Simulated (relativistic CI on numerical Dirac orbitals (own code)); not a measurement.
**Sensitivity of the levels of Er XXXIV to α and to the nuclear radius**

Calculated at this level of theory: Dirac-Coulomb-Breit CI, separate exchange-only KLI orbitals for each configuration, derivatives by finite differences, unscaled Slater integrals, QED left out (own radial code, finite nucleus).

Configurations in the expansion (outside the closed core [Ar] 3d10): 4s2.4p5, 4s.4p6, 4s2.4p4.4d, 4s.4p5.4d, 4s2.4p4.4f, 4s.4p5.4f. Double excitations out of closed p, d and f shells are left out; levels of such configurations are missing from the list, as are those of other unlisted configurations, and high levels can miss mixing partners.

With x = (α/α₀)² − 1 an excitation energy changes as ω = ω₀ + qx; K = 2q/ω₀ is the relative enhancement. Terms are leading LS components, so labels can repeat. The field-shift factor is F = δν/δ⟨r²⟩ for the transition from the lowest level.

Lowest level 4s2.4p5 2P°_3/2.

| Level | ω₀ (cm⁻¹) | q (cm⁻¹) | K | F (GHz/fm²) |
| --- | --- | --- | --- | --- |
| 4s2.4p5 2P°_1/2 | 470516 | 551800 | 2.35 | -52.8 |
| 4s2.4p4.4d 4D_3/2 | 1048174 | 36040 | 0.0688 | 8.61 |
| 4s2.4p4.4d 4P_1/2 | 1051832 | 142200 | 0.27 | -176 |
| 4s2.4p4.4d 4D_5/2 | 1060329 | 47240 | 0.0891 | 8.26 |
| 4s2.4p4.4d 4F_7/2 | 1081595 | 40960 | 0.0757 | 8.09 |
| 4s2.4p4.4d 2P_1/2 | 1119969 | 288400 | 0.515 | -310 |
| 4s2.4p4.4d 2D_3/2 | 1141580 | 46370 | 0.0812 | 8.61 |
| 4s2.4p4.4d 2F_7/2 | 1151984 | 132200 | 0.23 | 9.72 |
| 4s2.4p4.4d 4F_9/2 | 1158420 | 133000 | 0.23 | 9.73 |
| 4s2.4p4.4d 2D_5/2 | 1256139 | 140500 | 0.224 | 10.7 |
| 4s2.4p4.4d 2D_3/2 | 1287301 | 167900 | 0.261 | 6.78 |
| 4s2.4p4.4d 4P_1/2 | 1294250 | 398000 | 0.615 | -408 |
| 4s2.4p4.4d 2D_5/2 | 1306359 | 183900 | 0.282 | 3.83 |

At this charge energies of transitions that change n are usually good to better than 1 %, and those within a shell (Δn = 0) to a few per cent.
